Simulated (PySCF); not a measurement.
CH3FMgO, SMILES [Mg]([O]C)[F]. Atoms are numbered in the order given.

```xyz
7

Mg     0.0000     0.0000     0.7318
F      0.0000     0.0000     2.4946
O      0.0000     0.0000    -1.0332
C      0.0000     0.0000    -2.4137
H     -0.8907    -0.5142    -2.8285
H      0.8907    -0.5142    -2.8285
H      0.0000     1.0285    -2.8285
```

Geometry: r2SCAN-D4/def2-SVP. The values are those of a single conformer.

The numbers are results of HF/def2-TZVPD (PySCF), not measurements.

Symmetry labels are those of the subgroup Cs that the program uses (full group C3v).

Problem. List the valence orbital energies around the gap with their symmetry. (An estimate is asked for; the answer gives what the named calculation found.)

Solution. 
```csv
orbital,symmetry,energy (eV)
HOMO−7,A',-16.40
HOMO−6,A',-16.09
HOMO−5,A",-16.09
HOMO−4,A',-15.75
HOMO−3,A',-15.14
HOMO−2,A",-15.14
HOMO−1,A',-11.20
HOMO,A",-11.20
LUMO,A',0.54
LUMO+1,A',1.16
LUMO+2,A",1.16
LUMO+3,A',1.62
```
